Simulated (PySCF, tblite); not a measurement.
Parent: `[CH3:1][O:2][C@@H:3]1[CH2:4][C@:5]1([CH3:6])[C:7](=[O:8])[Cl:9]` with C1–O2–C3–C4 152°, C4–C5–C7–O8 -16°, C6H9ClO2.

Computed geometry: GFN2-xTB, gas phase. One conformer each, not checked by frequencies here.

```
coordinate of the parent    value
                   C1–O2  1.412 Å
                   O2–C3  1.372 Å
                   C3–C4  1.482 Å
                   C4–C5  1.520 Å
                   C5–C6  1.510 Å
                   C5–C7  1.464 Å
                   C7=O8  1.187 Å
                  C7–Cl9  1.787 Å
                   C3–C5  1.550 Å
                C1–O2–C3   114.0°
                O2–C3–C4   118.5°
                O2–C3–C5   121.0°
                C4–C3–C5    60.1°
                C3–C4–C5    62.2°
                C4–C5–C6   119.1°
                C4–C5–C7   114.6°
                C6–C5–C7   119.1°
                C3–C5–C4    57.7°
                C3–C5–C6   117.3°
                C3–C5–C7   114.3°
                C5–C7–O8   128.3°
               C5–C7–Cl9   113.1°
               O8–C7–Cl9   118.5°
```

Task: How does the shared frame change in `[CH3:1][O:2][C@@H:3]1[CH2:4][C@@H:5]1[C:6](=[O:7])[Cl:8]` with C1–O2–C3–C4 -82°, C4–C5–C6–O7 -13°, C5H7ClO2? Atoms pair as C1 = C1, O2 = O2, C3 = C3, C4 = C4, C5 = C5, C7 = C6, O8 = O7, Cl9 = Cl8 (parent first).

Result: 
```csv
parent,relative,value in the relative,change
C1–O2,C1–O2,1.412 Å,0.000
O2–C3,O2–C3,1.381 Å,+0.009
C3–C4,C3–C4,1.492 Å,+0.010
C4–C5,C4–C5,1.515 Å,-0.005
C5–C7,C5–C6,1.468 Å,+0.004
C7=O8,C6=O7,1.184 Å,-0.003
C7–Cl9,C6–Cl8,1.775 Å,-0.012
C3–C5,C3–C5,1.521 Å,-0.029
C1–O2–C3,C1–O2–C3,113.3°,-0.7
O2–C3–C4,O2–C3–C4,120.9°,+2.4
O2–C3–C5,O2–C3–C5,117.6°,-3.4
C4–C3–C5,C4–C3–C5,60.4°,+0.3
C3–C4–C5,C3–C4–C5,60.8°,-1.4
C4–C5–C7,C4–C5–C6,116.8°,+2.2
C3–C5–C4,C3–C5–C4,58.9°,+1.2
C3–C5–C7,C3–C5–C6,117.2°,+2.9
C5–C7–O8,C5–C6–O7,129.1°,+0.8
C5–C7–Cl9,C5–C6–Cl8,111.1°,-2.0
O8–C7–Cl9,O7–C6–Cl8,119.8°,+1.3
```

Of the parent's bonds, C3–C5 changes most (-0.029 Å). Point group C1 → C1.

Task: How does the shared frame change in `[CH3:1][O:2][C@@H:3]1[CH2:4][C@:5]1([F:6])[C:7](=[O:8])[Cl:9]` with C1–O2–C3–C4 153°, C4–C5–C7–O8 -22°, C5H6ClFO2? Atoms pair as C1 = C1, O2 = O2, C3 = C3, C4 = C4, C5 = C5, C7 = C7, O8 = O8, Cl9 = Cl9 (parent first).

Result: 
| parent | relative | value in the relative | change |
| --- | --- | --- | --- |
| C1–O2 | C1–O2 | 1.415 Å | +0.003 |
| O2–C3 | O2–C3 | 1.367 Å | -0.005 |
| C3–C4 | C3–C4 | 1.487 Å | +0.005 |
| C4–C5 | C4–C5 | 1.512 Å | -0.008 |
| C5–C7 | C5–C7 | 1.467 Å | +0.003 |
| C7=O8 | C7=O8 | 1.189 Å | +0.002 |
| C7–Cl9 | C7–Cl9 | 1.763 Å | -0.024 |
| C3–C5 | C3–C5 | 1.545 Å | -0.005 |
| C1–O2–C3 | C1–O2–C3 | 114.1° | +0.1 |
| O2–C3–C4 | O2–C3–C4 | 118.7° | +0.2 |
| O2–C3–C5 | O2–C3–C5 | 120.1° | -0.9 |
| C4–C3–C5 | C4–C3–C5 | 59.8° | -0.3 |
| C3–C4–C5 | C3–C4–C5 | 62.0° | -0.2 |
| C4–C5–C7 | C4–C5–C7 | 119.7° | +5.1 |
| C3–C5–C4 | C3–C5–C4 | 58.2° | +0.5 |
| C3–C5–C7 | C3–C5–C7 | 119.1° | +4.8 |
| C5–C7–O8 | C5–C7–O8 | 126.1° | -2.2 |
| C5–C7–Cl9 | C5–C7–Cl9 | 112.7° | -0.4 |
| O8–C7–Cl9 | O8–C7–Cl9 | 121.1° | +2.6 |

Of the parent's bonds, C7–Cl9 changes most (-0.024 Å). Bonds of the relative outside the shared frame: C5–F6 1.363 Å. Point group C1 → C1.

Task: How does the shared frame change in `[CH3:1][O:2][C@@H:3]1[CH2:4][C@:5]1([CH3:6])[C:7](=[O:8])[F:9]` with C1–O2–C3–C4 151°, C4–C5–C7–O8 161°, C6H9FO2? Atoms pair as C1 = C1, O2 = O2, C3 = C3, C4 = C4, C5 = C5, C6 = C6, C7 = C7, O8 = O8 (parent first).

Result: 
| parent | relative | value in the relative | change |
| --- | --- | --- | --- |
| C1–O2 | C1–O2 | 1.411 Å | -0.001 |
| O2–C3 | O2–C3 | 1.373 Å | +0.001 |
| C3–C4 | C3–C4 | 1.483 Å | +0.001 |
| C4–C5 | C4–C5 | 1.516 Å | -0.004 |
| C5–C6 | C5–C6 | 1.513 Å | +0.003 |
| C5–C7 | C5–C7 | 1.465 Å | +0.001 |
| C7=O8 | C7=O8 | 1.187 Å | 0.000 |
| C3–C5 | C3–C5 | 1.544 Å | -0.006 |
| C1–O2–C3 | C1–O2–C3 | 114.1° | +0.1 |
| O2–C3–C4 | O2–C3–C4 | 118.5° | 0.0 |
| O2–C3–C5 | O2–C3–C5 | 121.3° | +0.3 |
| C4–C3–C5 | C4–C3–C5 | 60.1° | 0.0 |
| C3–C4–C5 | C3–C4–C5 | 62.0° | -0.2 |
| C4–C5–C6 | C4–C5–C6 | 119.5° | +0.4 |
| C4–C5–C7 | C4–C5–C7 | 119.4° | +4.8 |
| C6–C5–C7 | C6–C5–C7 | 113.3° | -5.8 |
| C3–C5–C4 | C3–C5–C4 | 58.0° | +0.3 |
| C3–C5–C6 | C3–C5–C6 | 118.0° | +0.7 |
| C3–C5–C7 | C3–C5–C7 | 118.1° | +3.8 |
| C5–C7–O8 | C5–C7–O8 | 128.4° | +0.1 |

Of the parent's bonds, C3–C5 changes most (-0.006 Å). Bonds of the relative outside the shared frame: C7–F9 1.366 Å. Point group C1 → C1.

Task: How does the shared frame change in `[CH3:1][O:2][C@@H:3]1[CH2:4][C@:5]1([C:6](=[O:7])[Cl:8])[C:9]([F:10])([F:11])[F:12]` with C1–O2–C3–C4 165°, C4–C5–C6–O7 -159°, C6H6ClF3O2? Atoms pair as C1 = C1, O2 = O2, C3 = C3, C4 = C4, C5 = C5, C6 = C9, C7 = C6, O8 = O7, Cl9 = Cl8 (parent first).

Result: 
```json
{"parent": "C1–O2", "relative": "C1–O2", "value in the relative": "1.418 Å", "change": "+0.006"}
{"parent": "O2–C3", "relative": "O2–C3", "value in the relative": "1.362 Å", "change": "-0.010"}
{"parent": "C3–C4", "relative": "C3–C4", "value in the relative": "1.478 Å", "change": "-0.004"}
{"parent": "C4–C5", "relative": "C4–C5", "value in the relative": "1.518 Å", "change": "-0.002"}
{"parent": "C5–C6", "relative": "C5–C9", "value in the relative": "1.518 Å", "change": "+0.008"}
{"parent": "C5–C7", "relative": "C5–C6", "value in the relative": "1.468 Å", "change": "+0.004"}
{"parent": "C7=O8", "relative": "C6=O7", "value in the relative": "1.185 Å", "change": "-0.002"}
{"parent": "C7–Cl9", "relative": "C6–Cl8", "value in the relative": "1.774 Å", "change": "-0.013"}
{"parent": "C3–C5", "relative": "C3–C5", "value in the relative": "1.562 Å", "change": "+0.012"}
{"parent": "C1–O2–C3", "relative": "C1–O2–C3", "value in the relative": "114.8°", "change": "+0.8"}
{"parent": "O2–C3–C4", "relative": "O2–C3–C4", "value in the relative": "119.3°", "change": "+0.8"}
{"parent": "O2–C3–C5", "relative": "O2–C3–C5", "value in the relative": "119.4°", "change": "-1.6"}
{"parent": "C4–C3–C5", "relative": "C4–C3–C5", "value in the relative": "59.8°", "change": "-0.3"}
{"parent": "C3–C4–C5", "relative": "C3–C4–C5", "value in the relative": "62.8°", "change": "+0.6"}
{"parent": "C4–C5–C6", "relative": "C4–C5–C9", "value in the relative": "117.6°", "change": "-1.5"}
{"parent": "C4–C5–C7", "relative": "C4–C5–C6", "value in the relative": "123.2°", "change": "+8.6"}
{"parent": "C6–C5–C7", "relative": "C9–C5–C6", "value in the relative": "112.0°", "change": "-7.1"}
{"parent": "C3–C5–C4", "relative": "C3–C5–C4", "value in the relative": "57.3°", "change": "-0.4"}
{"parent": "C3–C5–C6", "relative": "C3–C5–C9", "value in the relative": "117.7°", "change": "+0.4"}
{"parent": "C3–C5–C7", "relative": "C3–C5–C6", "value in the relative": "118.6°", "change": "+4.3"}
{"parent": "C5–C7–O8", "relative": "C5–C6–O7", "value in the relative": "127.6°", "change": "-0.7"}
{"parent": "C5–C7–Cl9", "relative": "C5–C6–Cl8", "value in the relative": "112.7°", "change": "-0.4"}
{"parent": "O8–C7–Cl9", "relative": "O7–C6–Cl8", "value in the relative": "119.6°", "change": "+1.1"}
```

Of the parent's bonds, C7–Cl9 and C3–C5 change most and about equally (-0.013 to +0.012 Å). Bonds of the relative outside the shared frame: C9–F10 1.339, C9–F11 1.336, C9–F12 1.340 Å. Point group C1 → C1.
